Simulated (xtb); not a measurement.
xtb input (GFN2-xTB):

```bash
xtb mol.xyz --gfn 2 --ohess tight --chrg 0 --uhf 0
```
mol.xyz:
```
14

N      1.42289938    -1.69680994     0.04158638
Si     1.52165877     0.04541781     0.06726339
Si    -0.70636382     0.80135578    -0.07599214
N     -1.39874255     0.09633086     1.36803411
N     -1.63365333     0.22509995    -1.43490662
H      0.71514371    -2.11452524     0.66794181
H      2.22719594    -2.25594706     0.04095259
H      2.24443435     0.64428115     1.20216180
H      2.26868390     0.42747559    -1.20661683
H     -0.79000993     2.27605394    -0.23808715
H     -0.92925144     0.11214949     2.23944036
H     -2.41180725     0.11968714     1.48458020
H     -1.69687798     0.78438598    -2.23260793
H     -1.56916731    -0.79497635    -1.66553200
```

End of the output:

```
       7    238.01    -0.54196 ( 99.81%)    -0.59424 (  0.19%)    -0.54206
       8    265.83    -0.48395 ( 99.87%)    -0.56150 (  0.13%)    -0.48405
   ------------------------------------------------------------------------

   temp. (K)  partition function   enthalpy   heat capacity  entropy
                                   cal/mol     cal/K/mol   cal/K/mol   J/K/mol
 298.15  VIB   847.                 4381.428     27.789     26.099
         ROT  0.240E+06              888.752      2.981     27.604
         INT  0.204E+09             5270.181     30.770     53.703
         TR   0.107E+28             1481.254      4.968     39.909
         TOT                        6751.4346    35.7380    93.6117   391.6713

       T/K    H(0)-H(T)+PV         H(T)/Eh          T*S/Eh         G(T)/Eh
   ------------------------------------------------------------------------
    298.15    0.107591E-01    0.111945E+00    0.444779E-01    0.674668E-01
   ------------------------------------------------------------------------

         :::::::::::::::::::::::::::::::::::::::::::::::::::::
Note: The following floating-point exceptions are signalling: IEEE_UNDERFLOW_FLAG IEEE_DENORMAL
normal termination of xtb
         ::                  THERMODYNAMIC                  ::
         :::::::::::::::::::::::::::::::::::::::::::::::::::::
         :: total free energy         -16.776800298076 Eh   ::
         ::.................................................::
         :: total energy              -16.844267103805 Eh   ::
         :: zero point energy           0.101185641242 Eh   ::
         :: G(RRHO) w/o ZPVE           -0.033718835513 Eh   ::
         :: G(RRHO) contrib.            0.067466805729 Eh   ::
         :::::::::::::::::::::::::::::::::::::::::::::::::::::

optimized geometry written to: xtbopt.xyz

           -------------------------------------------------
          | TOTAL ENERGY              -16.844267103805 Eh   |
          | TOTAL ENTHALPY            -16.732322366678 Eh   |
          | TOTAL FREE ENERGY         -16.776800298076 Eh   |
          | GRADIENT NORM               0.000173601278 Eh/α |
          | HOMO-LUMO GAP               4.507370045007 eV   |
           -------------------------------------------------

------------------------------------------------------------------------
------------------------------------------------------------------------
 total:
 SCF:
 ANC optimizer:
 analytical hessian:
```
